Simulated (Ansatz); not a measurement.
The same molecule with X = B, Al, Ga. Ansatz, PBE0-D4/def2-TZVP geometries, multiplicity 1.

Scalar relativity is left out up to krypton.

```json
{"X": "B", "molecule": "`N#CBCl`", "mean X–C bond length / Å": "1.528", "mean X–Cl bond length / Å": "1.723", "mean X–H bond length / Å": "1.187", "HOMO energy (PBE/def2-TZVPP) / eV": "-8.22", "size of the dipole moment (B3LYP/def2-TZVPP) / D": "2.60", "HOMO–LUMO gap (ωB97M-V/def2-TZVPP) / eV": "10.92"}
{"X": "Al", "molecule": "`N#[C][AlH][Cl]`", "mean X–C bond length / Å": "1.926", "mean X–Cl bond length / Å": "2.075", "mean X–H bond length / Å": "1.562", "HOMO energy (PBE/def2-TZVPP) / eV": "-8.18", "size of the dipole moment (B3LYP/def2-TZVPP) / D": "2.91", "HOMO–LUMO gap (ωB97M-V/def2-TZVPP) / eV": "11.20"}
```

Task: Give the row for X = Ga, `N#[C][GaH][Cl]`. (Best estimate.)

Result: Computed: 
```json
{"X": "Ga", "molecule": "`N#[C][GaH][Cl]`", "mean X–C bond length / Å": "1.934", "mean X–Cl bond length / Å": "2.122", "mean X–H bond length / Å": "1.542", "HOMO energy (PBE/def2-TZVPP) / eV": "-7.98", "size of the dipole moment (B3LYP/def2-TZVPP) / D": "3.19", "HOMO–LUMO gap (ωB97M-V/def2-TZVPP) / eV": "10.84"}
```

From B to Ga the mean X–C bond length rises at each step, by 0.406 Å in all; the mean X–Cl bond length rises at each step, by 0.399 Å in all; the mean X–H bond length isn't monotonic: highest at Al, lowest at B; the HOMO energy (PBE/def2-TZVPP) rises at each step, by 0.24 eV in all; the HOMO–LUMO gap (ωB97M-V/def2-TZVPP) isn't monotonic: highest at Al, lowest at Ga. Dipoles are sizes alone, and their direction can turn along the series.

B3LYP here is the variant with VWN-RPA as its local correlation; programs differ in this.
